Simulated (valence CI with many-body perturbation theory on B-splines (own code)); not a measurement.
**Hg58+: calculated level list**

Computed by relativistic CI+MBPT: four valence electrons over a frozen Dirac-Fock core [Ar], radial functions for each j: 7 s, 7 p, 8 d, 6 f, 4 g, 1 h, with the one-electron correlation potential Σ1, the two-electron term Σ2, the three-electron term Σ3, Breit, model QED; selected CI, second order for the rest, scaled by the run's own slope (own B-spline code, finite nucleus).

No measured spectrum was set against this ion. As an estimate, large intervals hold to a few tenths of a per cent, small ones and those within an open d or f shell to about a per cent. Excitations out of the core, of the other parity, are not computed and may begin above about 268 eV (a cautious bound); beyond it only levels of the ground parity were kept, without lifetimes. Only levels of the ground parity were solved; by the run's estimate the other parity begins above the list, which can be wrong where configurations are misplaced.

Levels 1 to 34 of 34, with energies above the lowest level, (3d3/2^4) J=0. "Leading %" is the weight of the configuration and term that name the level; weights of strongly mixed levels are sums over their largest components and can fall short. In the jj column 3d3/2^4 stands for four electrons in 3d with j = 3/2.

| No. | Configuration | Term | J | E (Ry) | Leading % | Leading jj | g |
| --- | --- | --- | --- | --- | --- | --- | --- |
| 1 | 3d4 | 3P | 0 | 0.000 | 61 | 3d3/2^4 (99 %) |  |
| 2 | 3d4 | 5D | 1 | 7.040 | 55 | 3d3/2^3 3d5/2 (100 %) | 1.488 |
| 3 | 3d4 | 3F | 4 | 7.978 | 28 | 3d3/2^3 3d5/2 (99 %) | 1.051 |
| 4 | 3d4 | 5D | 2 | 8.304 | 28 | 3d3/2^3 3d5/2 (97 %) | 1.176 |
| 5 | 3d4 | 3F | 3 | 8.561 | 31 | 3d3/2^3 3d5/2 (98 %) | 1.096 |
| 6 | 3d4 | 5D | 2 | 14.774 | 57 | 3d3/2^2 3d5/2^2 (98 %) | 1.307 |
| 7 | 3d4 | 5D | 0 | 14.780 | 68 | 3d3/2^2 3d5/2^2 (99 %) |  |
| 8 | 3d4 | 3H | 4 | 14.992 | 40 | 3d3/2^2 3d5/2^2 (99 %) | 1.131 |
| 9 | 3d4 | 5D | 3 | 15.170 | 48 | 3d3/2^2 3d5/2^2 (97 %) | 1.183 |
| 10 | 3d4 | 3H | 5 | 15.423 | 66 | 3d3/2^2 3d5/2^2 (100 %) | 1.076 |
| 11 | 3d4 | 1I | 6 | 15.637 | 55 | 3d3/2^2 3d5/2^2 (100 %) | 1.061 |
| 12 | 3d4 | 3D | 1 | 15.917 | 44 | 3d3/2^2 3d5/2^2 (98 %) | 1.041 |
| 13 | 3d4 | 3F | 3 | 16.105 | 45 | 3d3/2^2 3d5/2^2 (99 %) | 1.046 |
| 14 | 3d4 | 3G | 4 | 16.154 | 52 | 3d3/2^2 3d5/2^2 (99 %) | 1.025 |
| 15 | 3d4 | 3F | 2 | 16.330 | 33 | 3d3/2^2 3d5/2^2 (99 %) | 1.067 |
| 16 | 3d4 | 3F | 2 | 17.371 | 54 | 3d3/2^2 3d5/2^2 (98 %) | 0.956 |
| 17 | 3d4 | 3F | 4 | 17.804 | 65 | 3d3/2^2 3d5/2^2 (99 %) | 1.169 |
| 18 | 3d4 | 1D | 2 | 18.893 | 48 | 3d3/2^2 3d5/2^2 (97 %) | 1.100 |
| 19 | 3d4 | 1S | 0 | 20.302 | 52 | 3d3/2^2 3d5/2^2 (93 %) |  |
| 20 | 3d4 | 5D | 4 | 22.737 | 42 | 3d3/2 3d5/2^3 (98 %) | 1.169 |
| 21 | 3d4 | 3F | 3 | 22.856 | 41 | 3d3/2 3d5/2^3 (99 %) | 1.208 |
| 22 | 3d4 | 3D | 1 | 23.284 | 45 | 3d3/2 3d5/2^3 (99 %) | 1.035 |
| 23 | 3d4 | 3G | 5 | 23.336 | 66 | 3d3/2 3d5/2^3 (100 %) | 1.129 |
| 24 | 3d4 | 3H | 6 | 23.359 | 55 | 3d3/2 3d5/2^3 (100 %) | 1.078 |
| 25 | 3d4 | 3F | 2 | 24.032 | 46 | 3d3/2 3d5/2^3 (98 %) | 1.052 |
| 26 | 3d4 | 3D | 3 | 24.184 | 37 | 3d3/2 3d5/2^3 (99 %) | 1.082 |
| 27 | 3d4 | 1S | 0 | 24.796 | 70 | 3d3/2 3d5/2^3 (91 %) |  |
| 28 | 3d4 | 3F | 3 | 25.442 | 63 | 3d3/2 3d5/2^3 (100 %) | 1.051 |
| 29 | 3d4 | 1G | 4 | 25.456 | 62 | 3d3/2 3d5/2^3 (99 %) | 1.045 |
| 30 | 3d4 | 3P | 1 | 25.487 | 87 | 3d3/2 3d5/2^3 (99 %) | 1.383 |
| 31 | 3d4 | 1D | 2 | 25.786 | 57 | 3d3/2 3d5/2^3 (95 %) | 1.107 |
| 32 | 3d4 | 3F | 4 | 31.259 | 45 | 3d5/2^4 (99 %) | 1.162 |
| 33 | 3d4 | 1D | 2 | 32.079 | 30 | 3d5/2^4 (98 %) | 1.123 |
| 34 | 3d4 | 3P | 0 | 34.082 | 57 | 3d5/2^4 (96 %) |  |

The ionisation energy to 3d3 4F_3/2 of the next ion comes out as 6042.4 eV (NIST: 6041 ± 6 eV (theoretical)). All 34 levels together are meant to be complete up to 19.675 Ry.
